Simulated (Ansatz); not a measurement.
ClH7OSi3: where a starting geometry ends

The starting geometry of this gas-phase singlet was optimised with GFN2-xTB; its bonds are those of `O[Si]([SiH3])([SiH3])Cl`.

```xyz
12

Cl    3.1995    1.5328   -0.5080
O     0.7748    1.4831    1.2067
Si    1.9154    0.4225    0.7015
Si    0.9500   -1.1691   -0.6992
Si    2.9721   -0.0441    2.7172
H     0.3101    2.0791    0.6225
H    -0.0011   -1.9944    0.0532
H     1.9490   -2.0701   -1.2764
H     0.1917   -0.6022   -1.8244
H     2.0830   -0.8307    3.5774
H     4.1808   -0.8479    2.5028
H     3.3828    1.1337    3.4885
```

Q: Predict what becomes of its bonds when it is optimised with B3LYP-D3(BJ)/def2-SVP.

A: It keeps its bonds, and is `O[Si]([SiH3])([SiH3])Cl`.

The energy falls by 0.20 eV over 13 steps:

| step | E − E(last) (eV) |
| --- | --- |
| 1 | 0.204 |
| 2 | 0.074 |
| 4 | 0.012 |
| 5 | 0.004 |
| 6 | 0.002 |
| 8 | 0.000 |
| 9 | 0.000 |
| 10 | 0.000 |
| 12 | 0.000 |
| 13 | 0.000 |

Final geometry (Å):

```yaml
atoms:
  - { symbol: Cl, position_ang: [3.2642, 1.5433, -0.4764] }
  - { symbol: O, position_ang: [0.6571, 1.6241, 1.2139] }
  - { symbol: Si, position_ang: [1.8511, 0.5587, 0.7372] }
  - { symbol: Si, position_ang: [0.9964, -1.1600, -0.6233] }
  - { symbol: Si, position_ang: [2.9691, -0.1105, 2.6843] }
  - { symbol: H, position_ang: [0.0941, 1.9961, 0.5226] }
  - { symbol: H, position_ang: [0.0059, -1.9863, 0.1296] }
  - { symbol: H, position_ang: [2.1090, -2.0361, -1.0912] }
  - { symbol: H, position_ang: [0.3159, -0.5545, -1.8074] }
  - { symbol: H, position_ang: [2.0338, -0.8248, 3.6023] }
  - { symbol: H, position_ang: [4.0712, -1.0385, 2.2966] }
  - { symbol: H, position_ang: [3.5404, 1.0812, 3.3737] }
```

The end wasn't checked by frequencies. Run with Ansatz 0.2.0, 96 s on 2 threads of AMD EPYC (Zen 3), on a shared host.
